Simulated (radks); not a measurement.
Results of a calculation; reference values are marked as such.
Problem. The argon ion Ar8+ is in [Ne]. Code: a radial shooting solver on a logarithmic mesh with Libxc functionals. Model: scalar-relativistic Kohn-Sham, BLYP, spin-polarised, spherical densities, finite nucleus; Fermi nuclear charge, rms radius of each element as measured or else 0.836 A^(1/3) + 0.57 fm. Open shells are filled with parallel spins first. One electron is removed from 2s, 1s, 2p in turn, with full relaxation. Which removal costs least, and what does each cost?

Solution. 2p 423.44 eV; 2s 486.41 eV; 1s 3391.8 eV. The 2p electron leaves first.
